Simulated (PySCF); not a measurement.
**Basis and Hamiltonian dependence of the excitation energy of O⁺**

O⁺ [He] 2s2 2p3 (4S) → O⁺ [He] 2s1 2p4 (4P). All values are computed (PySCF 2.14, energy differences of UHF-based or UKS calculations, no spin-orbit coupling). Values in eV.

| basis | Hamiltonian | functions | UHF | PBE | PBE0 | MP2 (valence) | CCSD(T) (valence) | CCSD(T) (valence and next inner shell) |
| --- | --- | --- | --- | --- | --- | --- | --- | --- |
| aug-cc-pVDZ-DK | spin-free X2C | 23 | 15.112 | 14.246 | 14.552 | 15.143 | 15.069 | n/a |
| aug-cc-pwCVDZ | non-relativistic | 27 | 15.053 | 14.196 | 14.499 | 15.121 | 15.046 | n/a |
| ANO-RCC-VTZP | spin-free X2C | 30 | 14.973 | 14.106 | 14.413 | 15.010 | 14.932 | 14.914 |
| x2c-TZVPPall | spin-free X2C | 31 | 14.965 | 14.104 | 14.409 | 15.005 | 14.947 | 14.926 |
| x2c-TZVPPall with one added diffuse shell each of s, p, d type | spin-free X2C | 40 | 14.965 | 14.105 | 14.410 | 15.004 | 14.923 | 14.902 |
| aug-cc-pVTZ-DK | spin-free X2C | 46 | 14.989 | 14.137 | 14.440 | 15.030 | 14.949 | n/a |
| x2c-QZVPPall | spin-free X2C | 57 | 14.951 | 14.098 | 14.402 | 14.996 | 14.917 | 14.883 |
| aug-cc-pCVTZ-DK | spin-free X2C | 59 | 14.984 | 14.129 | 14.434 | 15.044 | 14.961 | 14.929 |
| def2-QZVPPD | non-relativistic | 66 | 14.899 | 14.044 | 14.348 | 14.943 | 14.858 | 14.823 |
| dyall-av3z | non-relativistic | 71 | 14.900 | 14.044 | 14.348 | 14.980 | 14.897 | n/a |
| dyall-acv3z | spin-free X2C | 76 | 14.953 | 14.097 | 14.402 | 15.033 | 14.949 | 14.932 |
| aug-cc-pVQZ with one added diffuse shell each of s, p, d, f, g type | non-relativistic | 105 | 14.905 | 14.048 | 14.354 | 14.956 | n/a | n/a |

Frozen in the all-electron rows: valence: 1s2; valence and next inner shell: nothing.

Reference for a calculation without spin-orbit coupling: 14.870 eV (measured, between term centres; NIST).
